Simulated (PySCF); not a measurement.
B(OEt)3 cation (C6H15BO3), SMILES O(B(OCC)OCC)CC (connectivity only; charge and spin as stated), charge +1, multiplicity 2.

Coordinates come from a PBE0-D3(BJ)/def2-SVP optimisation. The multiplicity is an assumed one; other spin states were not compared. The isomer is the one that the SMILES or the coordinates give; other isomers of the formula were not compared. One conformer was computed; it need not be the lowest.

The numbers are results of PySCF 2.14.0 with PBE0-D3(BJ)/def2-SVP, not measurements.

Frequencies are harmonic and unscaled.

```csv
mode,ν (cm⁻¹),IR (km/mol),moving atoms (share of kinetic energy)
1,31,8.7,"C 53 %, H 38 %, O 9 %"
2,39,0.6,"C 46 %, H 43 %, O 10 %"
3,40,3.9,"C 51 %, H 38 %, O 9 %"
4,61,12.5,"C 42 %, O 29 %, H 24 %"
5,89,64.8,"C 37 %, H 30 %, O 28 %"
6,108,5.0,"C 41 %, H 35 %, O 23 %"
7,122,1.7,"H 38 %, C 37 %, O 23 %"
8,155,0.7,"O 42 %, H 35 %, C 23 %"
9,208,0.9,"H 70 %, O 15 %, C 14 %"
10,233,20.7,"H 78 %, O 12 %, C 10 %"
11,258,2.4,"H 74 %, C 18 %"
12,289,10.1,"H 48 %, C 32 %, O 20 %"
13,343,12.2,"C 43 %, O 27 %, H 26 %"
14,377,17.1,"C 40 %, O 32 %, H 26 %"
15,430,490.5,"C 33 %, O 26 %, H 24 %, B 16 %"
16,473,676.4,"O 49 %, C 23 %, H 16 %, B 13 %"
17,490,628.7,"O 45 %, H 20 %, C 18 %, B 17 %"
18,623,60.1,"B 73 %, O 22 %"
19,670,905.3,"H 53 %, O 27 %, C 18 %"
20,684,1070.1,"H 49 %, O 28 %, C 18 %"
21,743,295.1,"O 45 %, H 27 %, C 25 %"
22,789,301.6,"H 76 %, C 9 %, O 9 %"
23,812,6.3,"H 89 %, C 8 %"
24,912,39.6,"H 40 %, C 30 %, O 26 %"
25,916,7.9,"H 41 %, C 31 %, O 17 %, B 11 %"
26,987,10.4,"H 48 %, C 34 %, O 18 %"
27,1000,8.3,"H 66 %, C 31 %"
28,1063,14.2,"H 47 %, C 41 %"
29,1082,2.0,"C 50 %, H 34 %, O 11 %"
30,1086,86.9,"C 43 %, H 39 %, O 16 %"
31,1103,25.2,"C 46 %, H 26 %, B 20 %, O 9 %"
32,1112,9.5,"C 50 %, H 43 %"
33,1122,13.2,"C 55 %, H 42 %"
34,1155,6.1,"H 57 %, C 26 %, O 15 %"
35,1177,1.1,"H 72 %, C 21 %"
36,1189,0.3,"H 64 %, C 23 %, O 12 %"
37,1224,3.1,"H 67 %, O 23 %, C 9 %"
38,1302,73.0,"H 90 %, O 9 %"
39,1314,49.1,"H 85 %, C 11 %"
40,1324,53.1,"H 79 %, C 13 %"
41,1336,45.7,"H 66 %, C 27 %"
42,1355,2.8,"H 85 %, C 14 %"
43,1373,84.1,"H 79 %, C 17 %"
44,1398,22.0,"H 79 %, C 20 %"
45,1411,143.6,"H 70 %, C 27 %"
46,1413,61.9,"H 66 %, C 33 %"
47,1431,105.9,H 95 %
48,1433,16.9,H 93 %
49,1445,16.6,H 95 %
50,1454,11.5,H 96 %
51,1458,14.7,H 97 %
52,1471,3.3,H 93 %
53,1484,80.6,H 84 %
54,1574,627.7,"B 54 %, O 29 %, H 17 %"
55,2831,823.1,H 94 %
56,2900,743.3,H 94 %
57,2923,52.5,H 94 %
58,3042,1.1,H 93 %
59,3059,36.6,H 97 %
60,3064,12.5,H 97 %
61,3068,3.3,H 97 %
62,3094,18.5,H 94 %
63,3152,2.3,"H 91 %, C 9 %"
64,3160,0.1,"H 90 %, C 10 %"
65,3165,3.8,"H 91 %, C 9 %"
66,3175,5.2,"H 91 %, C 9 %"
67,3181,5.7,"H 90 %, C 10 %"
68,3187,1.3,"H 90 %, C 10 %"
69,3188,5.9,"H 91 %, C 9 %"
```
